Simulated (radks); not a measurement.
Spherical quantum dot in the effective-mass picture: electrons in a parabolic well V = omega^2 r^2 / 2 with omega = 0.117, with a point charge +2 (a donor) at the centre, all in effective atomic units (hartree* = m*/eps^2 hartree, bohr* = eps/m* bohr), one dielectric constant everywhere. Calculated with a radial shooting solver with Libxc functionals: non-relativistic Kohn-Sham, exchange-only LDA, spin-polarised, spherical densities. Levels are named by radial order and angular momentum (1s, 1p, 1d, 2s, ...), and open shells are averaged over m. Results are scaled to m* = 0.555 and eps = 9.3, for which hartree* = 174.6 meV and bohr* = 0.8867 nm.

N = 22, configuration 1s2 1p6 1d10 2s2 1f(up 2, down 0). This is the lowest configuration that the search found. Occupied levels:

| level | occupation | eigenvalue (meV) | <r> (nm) |
|---|---|---|---|
| 1s down | 1 | 356.20 | 0.8682 |
| 1s up | 1 | 356.47 | 0.8642 |
| 2s up | 1 | 440.91 | 6.834 |
| 2s down | 1 | 441.38 | 6.313 |
| 1p up | 3 | 444.32 | 7.309 |
| 1p down | 3 | 445.28 | 6.850 |
| 1d up | 5 | 450.18 | 8.071 |
| 1d down | 5 | 451.93 | 7.851 |
| 1f up | 2 | 457.09 | 8.577 |

Energy (meV): total 4952.09, kinetic 712.99, external -154.68, Hartree 4907.7, exchange-correlation -513.95.
